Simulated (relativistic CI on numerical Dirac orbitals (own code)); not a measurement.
# Co3+: L2,3 absorption edge

Computed with this model: Dirac-Coulomb-Breit CI, orbitals from a KLI potential per configuration, a model potential for QED, valence Slater integrals scaled by 0.8, multiplet model of core-to-valence dipole absorption; configurations [Ar] 3d6 → [He] 2s2 2p5 3s2 3p6 3d7; 300 K; Lorentzian 0.6 eV and Gaussian 0.3 eV FWHM. Energies are those of the free ion, without screening or charge transfer. The branching ratio is the share of the lower-energy edge in the whole absorption, uncertain by about 0.02 where the edges overlap. S is read from ⟨S²⟩ = S(S + 1).

Field parameters in Wybourne normalisation: D3d B²₀ = −7Dσ, B⁴₀ = −14Dq − 21Dτ, B⁴₃ = −14√(10/7) Dq; D4h B²₀ = −7Ds, B⁴₀ = 21(Dq − Dt), B⁴₄ = 21√(5/14) Dq; Oh B⁴₀ = 21Dq, B⁴₄ = √(5/14) B⁴₀; Td as Oh with Dq negative (B⁴₀ = 21Dq, B⁴₄ = √(5/14) B⁴₀). The field is a parameter set, without covalency.

free ion: ground-state S = 2.00, centroid 786.45 eV, branching ratio 0.802. Peaks (eV, height): 783.2 (96), 783.9 (100), 785.5 (31), 787.3 (11), 798.5 (43).

Oh, 10Dq = 18000 cm⁻¹: ground-state S = 0.10, centroid 788.59 eV, branching ratio 0.684. Peaks (eV, height): 781.2 (10), 783.6 (100), 785.7 (39), 787.5 (8), 797.9 (48), 799.0 (19).

D3d, 10Dq = 19150, Dσ = -80, Dτ = -470 cm⁻¹: ground-state S = 2.00, centroid 787.44 eV, branching ratio 0.763. Peaks (eV, height): 781.4 (36), 783.4 (100), 785.0 (51), 786.7 (20), 796.8 (15), 798.5 (28), 802.2 (7).

D4h, 10Dq = 30900, Ds = -560, Dt = -800 cm⁻¹: ground-state S = 0.01, centroid 790.58 eV, branching ratio 0.630. Peaks (eV, height): 782.8 (7), 785.0 (100), 788.7 (8), 799.3 (60).

D3d, 10Dq = 21050, Dσ = -470, Dτ = -10 cm⁻¹: ground-state S = 0.03, centroid 789.17 eV, branching ratio 0.659. Peaks (eV, height): 781.5 (8), 783.9 (100), 786.3 (29), 798.0 (50), 799.8 (15).

Td, 10Dq = -6200 cm⁻¹: ground-state S = 2.00, centroid 787.53 eV, branching ratio 0.750. Peaks (eV, height): 782.8 (99), 783.4 (100), 786.2 (32), 787.8 (14), 798.1 (29), 798.8 (31), 801.4 (10).

The statistical ratio of this edge is 2/3 = 0.667. Values above it arise where the holes sit mainly in the j = l + 1/2 valence subshell or the ground state has high spin; values below it where core-valence Coulomb terms move weight to the upper edge, as in nearly empty shells.

Strongest unbroadened transitions for Oh, 10Dq = 18000 cm⁻¹:

| Energy (eV) | Relative strength |
| --- | --- |
| 782.67 | 19.2 |
| 782.95 | 16.1 |
| 783.25 | 33.4 |
| 783.27 | 20.1 |
| 783.51 | 32.7 |
| 783.62 | 100.0 |
| 783.72 | 46.6 |
| 784.02 | 14.0 |
| 784.39 | 13.5 |
| 784.83 | 16.9 |
| 785.61 | 23.6 |
| 785.65 | 36.7 |
| 797.23 | 25.5 |
| 797.50 | 20.8 |
| 797.90 | 87.4 |
| 799.04 | 21.5 |
| 799.52 | 14.5 |
| 799.88 | 13.7 |
